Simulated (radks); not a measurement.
The numbers below are computed, except where a source is named.
Numerical settings for the oxygen ion O+, [He] 2s2 2p3. Level of theory: scalar-relativistic Kohn-Sham, PBE, spin-unpolarised, spherical densities, finite nucleus; Fermi nuclear charge, rms radius 2.6991 fm (a radial shooting solver on a logarithmic mesh with Libxc functionals). The defaults (mesh step 0.008 in ln r, mesh end at 40 bohr or more with all orbitals vanishing there, Anderson mixing 0.5 over 9 steps, residual threshold near 1e-9 with the energy settled to 1e-9 hartree or 1e-11 of itself, here a cap of 86 iterations) give E = -74.3980 hartree and 2p at -24.450 eV in 14 iterations. Run on one thread of a shared host, so times are rough (Arm Neoverse N1): 0.06 s of CPU time, 0.06 s wall, 14 iterations on 2189 mesh points. Changes against that run (0 stands for a change within the tolerance of the run):

mesh step in ln r 0.05: iterations 14; converged yes; E (mhartree) 0; e(2p) (meV) 0; CPU (s) 0.02
mesh step in ln r 0.02: iterations 14; converged yes; E (mhartree) 0; e(2p) (meV) 0; CPU (s) 0.03
mesh step in ln r 0.12: iterations 86; converged no; E (mhartree) -4.52e+05; CPU (s) 0.16
mesh end (bohr) 1: iterations 13; converged level above zero; E (mhartree) +2.1e+04; e(2p) (meV) +1.52e+05; CPU (s) 0.04
mesh end (bohr) 3: iterations 13; converged yes; E (mhartree) +99.1; e(2p) (meV) +2.58e+03; CPU (s) 0.05
residual threshold 1e-05: iterations 9; converged yes; E (mhartree) 0; e(2p) (meV) +0.0195; CPU (s) 0.04
residual threshold 1e-13: iterations 86; converged no; E (mhartree) 0; e(2p) (meV) 0; CPU (s) 0.24
mixing 0.2: iterations 17; converged yes; E (mhartree) 0; e(2p) (meV) 0; CPU (s) 0.07
linear mixing, mixing 0.2: iterations 86; converged no; E (mhartree) 0; e(2p) (meV) 0; CPU (s) 0.25
linear mixing, mixing 1: iterations 86; converged no; E (mhartree) 0; e(2p) (meV) 0; CPU (s) 0.29
mixing history 20: iterations 18; converged yes; E (mhartree) 0; e(2p) (meV) 0; CPU (s) 0.07
iteration cap 5: iterations 5; converged no; E (mhartree) +0.0225; e(2p) (meV) +105; CPU (s) 0.02

Settled on a wrong energy, with an occupied level pushed above zero by the early mesh end: mesh end (bohr) 1 (+21 hartree). Apart from these: settings that end as converged yet miss the energy by more than 1 mhartree: mesh end (bohr) 3 (+0.0991 hartree). A mesh that ends early acts as a hard wall.
